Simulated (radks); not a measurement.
Results of a calculation; reference values are marked as such.
Spin polarisation of the 1s1 shell in Be3+. Start: 1s(up 0.5, down 0.5); electrons of 1s are moved from spin down to spin up, other shells keep equal spins. Level of theory: scalar-relativistic Kohn-Sham, PBEsol, spin-polarised, spherical densities, finite nucleus; Fermi nuclear charge, rms radius of each element as measured or else 0.836 A^(1/3) + 0.57 fm (a radial shooting solver on a logarithmic mesh with Libxc functionals).

\begin{tabular}{lrrr}
moment (Bohr magnetons) & E - E(0) (eV) & e(1s up) (eV) & e(1s down) (eV) \\ \hline
0 & 0.000 & -184.73 & -184.73 \\
0.25 & -0.286 & -186.82 & -182.22 \\
0.5 & -1.163 & -188.60 & -179.08 \\
0.75 & -2.702 & -190.10 & -174.76 \\
\end{tabular}

At moment 0.75 the spin-polarisation energy is -2.702 eV and the 1s exchange splitting 15.345 eV, that is 20.460 eV per Bohr magneton; E = -I m^2/4 would give I = 19.211 eV.
